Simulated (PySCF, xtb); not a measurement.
C₂H₅O, SMILES C[CH]O, multiplicity 2. The values are those of a single conformer.

Harmonic wavenumbers (cm⁻¹) from GFN2-xTB in xtb at its own minimum, in rising order: 103, 309, 370, 471, 960, 1014, 1049, 1210, 1241, 1343, 1397, 1457, 1474, 2867, 3004, 3042, 3063, 3574.

Q: What does PBE0-D3(BJ)/def2-TZVP run with PySCF give at its own minimum? (Estimate from the structure and the level; the computed values follow.)

A: 185, 363, 411, 564, 941, 1016, 1066, 1231, 1282, 1385, 1450, 1463, 1483, 2978, 3070, 3131, 3153, 3878. Paired by order, the mean absolute difference is 63 cm⁻¹ and the zero-point energies are 40.0 and 41.5 kcal/mol.
